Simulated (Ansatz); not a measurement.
`FCC(F)(C(F)F)C(F)(F)F` + `B[SeH]` → `B[Se]CF` + `FC(F)C(F)C(F)(F)F`  (substitution at a C–C bond)

Isolated molecules relaxed with PBE0-D4/def2-TZVP in Ansatz; ΔE leaves out vibrations. CBS: MP2 limit from def2 TZ/QZ plus the TZ coupled-cluster correction, frozen cores. For Se outer-core shells are correlated without core-valence functions, which leaves a few kJ/mol of doubt a bond. Scalar relativity is left out up to krypton. One conformer a species, not always the lowest.

```
                species  HF/CBS(def2) energy (Eh)
`FCC(F)(C(F)F)C(F)(F)F`                -849.69632
               `B[SeH]`               -2426.34466
              `B[Se]CF`               -2564.28615
    `FC(F)C(F)C(F)(F)F`                -711.74999
```

(1) Work out ΔE.

Largest T1 diagnostic among the species: 0.013.

Answers

(1) ΔE = (-2564.28615) + (-711.74999) − (-849.69632) − (-2426.34466) = 0.00484 Eh = +12.7 kJ/mol. CCSD(T)/CBS gives +14.5 kJ/mol.

At CCSD(T), def2-SVP lies +35.5 kJ/mol from the extrapolated value and def2-TZVPP +3.1 kJ/mol. From BLYP to BHLYP (50 % exact exchange), in def2-TZVPP and without D4, ΔE moves by +15.2 kJ/mol.
